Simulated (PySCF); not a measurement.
The PySCF input:
```python
from pyscf import gto, scf

mol = gto.Mole()
mol.atom = '''
    Si    2.272080    0.025208    0.599954
    F     3.277379    0.916768   -0.294346
    C     0.610469    0.067011   -0.271494
    C    -0.508881   -0.505801    0.170090
    Si   -2.181690   -0.457153   -0.700404
    C    -3.461751    0.277506    0.495763
    H     2.258960    0.678993    1.902488
    H     2.877183   -1.300286    0.627331
    H     0.567121    0.605237   -1.212814
    H    -0.462707   -1.044209    1.111524
    H    -2.571381   -1.829061   -1.058450
    H    -2.084005    0.366580   -1.910980
    H    -3.199184    1.291044    0.786403
    H    -3.539909   -0.314601    1.403434
    H    -4.446970    0.310333    0.040327
'''
mol.basis = 'pcseg-0'
mol.charge = 0
mol.spin = 0
mol.verbose = 4
mol.max_memory = 1800
mol.build()

mf = scf.RHF(mol)
mf = mf.density_fit(auxbasis='def2-universal-jkfit')
mf.kernel()
```

Q: Give the dipole moment at the level PySCF with DF-HF/pcseg-0.

A: 2.75 D

Q: What is the computed total energy (DF-HF/pcseg-0)?

A: -794.7735 Eh

Q: Predict the Mulliken (on the basis functions themselves) charges in atom order from DF-HF/pcseg-0.

A: Si1 1.57, F2 -0.64, C3 -0.86, C4 -0.78, Si5 1.32, C6 -1.26, H7 -0.18, H8 -0.18, H9 0.27, H10 0.23, H11 -0.13, H12 -0.13, H13 0.26, H14 0.26, H15 0.26

Q: What is the computed HOMO-LUMO gap (DF-HF/pcseg-0)?

A: 13.48 eV

Q: What number of basis functions does DF-HF/pcseg-0 give?

A: 80
